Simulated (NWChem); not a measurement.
System: CH$_{7}$GeN; SMILES N[CH2][GeH3]

```xyz
10

N      0.4590    -2.0248    -0.0099
C     -0.6433    -1.0828     0.0002
Ge     0.0537     0.7561    -0.0205
H      0.1245    -2.9824    -0.0997
H      0.9787    -1.9822     0.8642
H     -1.3632    -1.1856     0.8398
H     -1.2322    -1.2006    -0.9246
H     -1.0915     1.7735     0.1622
H      1.0512     0.9266     1.1447
H      0.7846     1.0430    -1.3428
```
Atoms are numbered in this order, from 1.

Program: NWChem. Pople sets run with spherical d functions. Structure relaxed at the PBE0/def2-SVP level. Absolute isotropic GIAO shieldings of the H sites, static isolated molecule, three-fold rotors averaged.

| row | σ, Hartree-Fock/6-31G* (ppm) | σ, PBE/pcSseg-1 (ppm) |
|---|---|---|
| H8 (rotor mean) | 28.53 | 27.34 |
| H7 | 30.39 | 28.40 |
| H6 | 30.49 | 28.09 |
| H4 | 32.16 | withheld |
| H5 | 32.49 | 31.27 |

Fit a straight line of the last column on the one before it, predict the withheld value, and compare with the run.


1. Means of the 4 shown rows: x = 30.475, y = 28.775. Slope Σ(x − x̄)(y − ȳ)/Σ(x − x̄)² = 7.840/7.851 = 0.9986; intercept -1.657.
2. The shown rows scatter about the line by 0.516 (root mean square); the largest residual is -0.70, at H6.
3. At x = 32.16 (H4; inside the shown range) the line gives 30.46.
4. The run gives 30.73, +0.27 from the line, 0.5 times the scatter.
